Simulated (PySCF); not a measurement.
MBi cations for M along the alkali metals

PBE0 with double-zeta basis sets in PySCF, for the lowest determinant that a PBE0 search found; no spin–orbit coupling. De refers to high-spin ground-configuration atoms (the charge goes to the atom of lower measured ionisation energy or higher electron affinity, which is not always the lowest computed limit). A positive dipole points towards Bi; it is taken about the centre of mass and depends on that origin.

| M | basis | charged atom | state (unpaired electrons) | Re (Å) | ωe (cm⁻¹) | De (eV) | μ (D) |
| --- | --- | --- | --- | --- | --- | --- | --- |
| Li | cc-pVDZ/cc-pVDZ-PP | Li+ | quartet (σ ↑, π ↑↑) | 3.026 | 214 | n/a | -10.32 |
| Na | def2-SVP | Na+ | quartet (σ ↑, π ↑↑) | 3.439 | 94.2 | n/a | -11.90 |
| K | def2-SVP | K+ | quartet (σ ↑, π ↑↑) | 3.939 | 54.7 | n/a | -13.84 |
| Rb | def2-SVP | Rb+ | quartet (σ ↑, π ↑↑) | 4.109 | 35.4 | n/a | -12.20 |
| Cs | def2-SVP | Cs+ | quartet (σ ↑, π ↑↑) | 4.292 | 29.6 | n/a | -10.82 |

The shortest bond is that of LiBi⁺ (3.026 Å), the longest that of CsBi⁺ (4.292 Å).

The rows differ in basis set, which adds steps of its own.

Down a group the atoms grow and get heavier, so bonds lengthen and wavenumbers fall; this series shows no clear exception.

Spin–orbit coupling is left out, which matters for elements this heavy, above all for dissociation energies. States were picked by a PBE0 search and need not be the measured ground states.
